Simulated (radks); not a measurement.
Task: The arsenic anion As3-, [Kr], held by a Watson sphere: a shell of charge +3 at radius R that stands for the Madelung well of a crystal (potential energy -3/R inside, -3/r outside, in hartree with lengths in bohr). Method: scalar-relativistic Kohn-Sham, PBE, spin-polarised, spherical densities, finite nucleus; Fermi nuclear charge, rms radius of each element as measured or else 0.836 A^(1/3) + 0.57 fm; computed with a radial shooting solver on a logarithmic mesh with Libxc functionals. Response by self-consistent Sternheimer equations with the Hartree and adiabatic LDA kernel, the relativistic mass of each level held fixed and spin-orbit coupling left out. The sphere does not respond.

R (bohr)  e(3d) (eV)  e(4s) (eV)  e(4p) (eV)  <r> 4p (bohr)  sum of <r^2> (bohr^2)  X-ray form factor at sin(theta)/lambda = 0.1 1/angstrom  alpha (bohr^3)
2.16         -39.649     -16.990      -7.755          2.402                  58.64                                                   32.405           33.79
2.38         -38.951     -16.162      -7.333          2.493                  62.15                                                   32.248           39.18
3.02         -37.944     -14.196      -6.094          2.756                  73.04                                                   31.815           61.51
3.1          -37.868     -13.994      -5.947          2.789                  74.45                                                   31.765           65.12
3.31         -37.693     -13.508      -5.575          2.873                  78.20                                                   31.638           75.65
5.1          -36.798     -11.180      -3.304          3.555                  114.0                                                   30.855           254.6

Estimate the row for R = 3.19 bohr.

Result: e(3d) (eV) -37.789; e(4s) (eV) -13.778; e(4p) (eV) -5.785; <r> 4p (bohr) 2.825; sum of <r^2> (bohr^2) 76.05; X-ray form factor at sin(theta)/lambda = 0.1 1/angstrom 31.710; alpha (bohr^3) 69.45.
